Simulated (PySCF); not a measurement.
# Magnetic susceptibility: `C=C/C(F)=C\Br`, C₄H₄BrF

Geometry:
| atom | x (Å) | y (Å) | z (Å) |
| --- | --- | --- | --- |
| C1 | -1.838 | -0.314 | 0.101 |
| C2 | -0.671 | 0.322 | 0.096 |
| C3 | 0.595 | -0.346 | -0.100 |
| F4 | 0.531 | -1.684 | -0.287 |
| C5 | 1.819 | 0.190 | -0.121 |
| Br6 | 2.143 | 2.020 | 0.117 |
| H7 | -2.764 | 0.212 | 0.250 |
| H8 | -1.899 | -1.380 | -0.045 |
| H9 | -0.610 | 1.390 | 0.243 |
| H10 | 2.703 | -0.406 | -0.277 |

Computed with GIAO HF/pcSseg-1 magnetisability, rotational g tensor and spin-rotation constants, non-relativistic, gas phase (PySCF). Geometry: GFN2-xTB.

The calculation is non-relativistic, which matters for the atoms heavier than Zn.

(1) What are the magnetisability and the molar susceptibility?

(2) Split it along the inertial axes a, b, c into diamagnetic and paramagnetic parts about the centre of mass, with the quadrupole moment.

(3) And the rotational g tensor?

Answers

(1) Isotropic -1162 × 10⁻³⁰ J/T², or -70.0 × 10⁻⁶ cm³/mol; principal values -1307, -1145, -1033 × 10⁻³⁰ J/T², anisotropy 239 × 10⁻³⁰ J/T² (root of half the summed squared differences of the principal values). The susceptibility is in cgs units.

(2) 
```csv
axis,χ (10⁻⁶ cm³/mol),diamagnetic (10⁻⁶ cm³/mol),paramagnetic (10⁻⁶ cm³/mol),summed x² of all electrons (Å²),quadrupole Θ (D Å)
a,-68.9,-306.3,237.4,239.0,+1.46
b,-62.3,-1058.8,996.5,61.6,+3.91
c,-78.7,-1275.5,1196.8,10.6,-5.37
```
Anisotropies 2χaa − χbb − χcc = +3.2 and 2χbb − χaa − χcc = +23.1 × 10⁻⁶ cm³/mol. Θ is traceless in Buckingham's convention.

(3) 
| axis | rotational constant (GHz) | g | nuclear part | electronic part |
| --- | --- | --- | --- | --- |
| a | 5.3947 | -0.0386 | 0.5630 | -0.6016 |
| b | 1.0982 | -0.0120 | 0.5021 | -0.5141 |
| c | 0.9124 | -0.0006 | 0.5124 | -0.5130 |

Asymmetric top; isotopes 79Br, 12C, 19F, 1H; no vibrational averaging.
